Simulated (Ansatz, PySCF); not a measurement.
Species: sum formula BeHCl (charge 0, singlet). 
Structure (B3LYP-D3(BJ)/def2-TZVP (Ansatz, a quantum-chemistry and plane-wave program) minimum search):
SMILES: [Cl][BeH]
```xyz
3

Be     0.0000     0.0000    -1.3353
H      0.0000     0.0000    -2.6579
Cl     0.0000     0.0000     0.4705
```

Total electronic energies in hartree. Correlated levels leave the core frozen unless marked. Spin-orbit coupling is left out. No relativistic terms. CBS(X,Y): correlation extrapolated as X^-3; Hartree-Fock from the larger set.

```
level                                        program  energy (Eh)
------------------------------------  --------------  -----------
HF/def2-SVP                                   Ansatz   -474.61884
HF-D3(BJ)/def2-TZVPD                   PySCF + dftd3   -474.81002
RI-HF/def2-QZVPPD                             Ansatz   -474.81375
BLYP-D4/def2-TZVPD                    Ansatz + dftd4   (withheld)
B97M-V/def2-TZVPD                             Ansatz   -475.52242
BHLYP/def2-TZVPD                              Ansatz   -475.61594
TPSSh-D3(BJ)/def2-TZVPD                PySCF + dftd3   -475.64056
r2SCANh/def2-TZVPD                            Ansatz   -475.57167
PW6B95/def2-TZVPD                              PySCF   (withheld)
MN15/def2-TZVPD                                PySCF   (withheld)
B2GP-PLYP/def2-TZVPD                          Ansatz   -475.41457
RI-MP2/def2-QZVPP                             Ansatz   -475.07305
CCSD/def2-QZVPP                               Ansatz   -475.09634
CCSD/def2-QZVPPD                              Ansatz   -475.09652
CCSD(T)/CBS(def2-TZVPPD,def2-QZVPPD)          Ansatz    -475.1260
```

Problem. Some entries are withheld; supply them.

Solution. 
- BLYP-D4/def2-TZVPD, energy (Eh): -475.60930
- PW6B95/def2-TZVPD, energy (Eh): -476.00218
- MN15/def2-TZVPD, energy (Eh): -475.51420
